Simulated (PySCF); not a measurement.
SMILES C[SiH2]CC[SiH2]N (C₃H₁₃NSi₂) at its GFN2-xTB optimised geometry (Å):

```
19

Si     0.1250     0.2780     0.0000
C     -0.5108     2.0657     0.0000
C     -0.5106    -0.6414     1.5393
C     -0.0334    -2.0938     1.5982
Si    -0.6675    -3.0184     3.1432
N     -0.1870    -4.6702     3.2910
H     -0.3425    -0.4114    -1.2126
H      1.5962     0.2780     0.0000
H     -0.1759     2.6081     0.8793
H     -1.5962     2.1029    -0.0146
H     -0.1529     2.6028    -0.8725
H     -1.6024    -0.6276     1.5614
H     -0.1854    -0.1261     2.4458
H      1.0591    -2.1067     1.5724
H     -0.3585    -2.6081     0.6903
H     -0.1413    -2.3661     4.3450
H     -2.1319    -3.0555     3.1154
H      0.7819    -4.8783     3.4698
H     -0.5585    -5.3423     2.6397
```

Level of theory: PBE0/def2-SVP (PySCF 2.14.0).

Map of the HOMO amplitude (bohr^(-3/2)) on the plane z = 1.0 Å; orbital energy -6.75 eV, overall sign arbitrary:

```
|+++++++++++++++++++++++++++|
|+++++++++++++++++++++++++++|
|+++++++++++++++++++++++++++|
|+++++++++++++++++++++++++++|
|+++++++++++++++++++++++++++|
|+++++++++++++++++++++++++++|
|+++++++++++++++++++++++++++|
|+++++++++++++++++++++++++++|
|+++++++++++++++++++++++++++|
|+++++++++++++++++++++++++++|
|+++++++++++++++++++++++++++|
|++++++++++==--==+++++++++++|
|+++++++++==-::-==++++++++++|
|+++++++++=-. .:-=++++++++++|
|++++++++++-. .:==++++++++++|
|++++++++++=-:-=++++++++++++|
|+++++++++++++***+++++++++++|
|+++++++++++*#%%#**+++++++++|
|+++++++++++*%@@#**+++++++++|
|++++++++++++*%%#**+++++++++|
|+++++++++++++****++++++++++|
|+++++++++++++++++++++++++++|
|+++++++++++++++++++++++++++|
|+++++++++++++++++++++++++++|
|+++++++++++++++++++++++++++|
|+++++++++++++++++++++++++++|
|+++++++++++++++++++++++++++|
```
Scale: ten equal steps from -0.107 (start of ' ') to 0.094 (end of '@'), in the order ' .:-=+*#%@'; x runs from -5.00 to 5.00, y from -5.00 (bottom) to 5.00 (top).
